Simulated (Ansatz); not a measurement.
Basis-set extrapolation for CH3AlCl2O, SMILES `C[O][Al]([Cl])[Cl]` (PBE0-D4/def2-TZVP geometry, frozen core, the Gaussian-basis code of Ansatz). Multiplicity 1, RHF reference.

```csv
,def2-TZVPP,def2-QZVPP
HF,-1275.680269,-1275.718548
MP2 correlation,-0.852110,-0.928357
CCSD(T) correlation,-0.934416,not run
```

Energies in hartree. Use E(X) = E(∞) + A·exp(−7.88·√X) for Hartree–Fock and E(X) = E(∞) + B·X^(−2.97) for correlation, with X = 3 and 4, and add CCSD(T) minus MP2 of the smaller set to the MP2 limit.

Task: What is the CCSD(T) energy at the basis-set limit?

Result: HF limit: -1275.718548 + (-0.038279) × 0.13774 = -1275.72382. MP2 limit: -0.928357 + (-0.076247) × 0.74074 = -0.98484. Higher-order term: -0.934416 − (-0.852110) = -0.08231. Total: -1276.79097 hartree, 110.6 kcal/mol below CCSD(T)/def2-TZVPP.
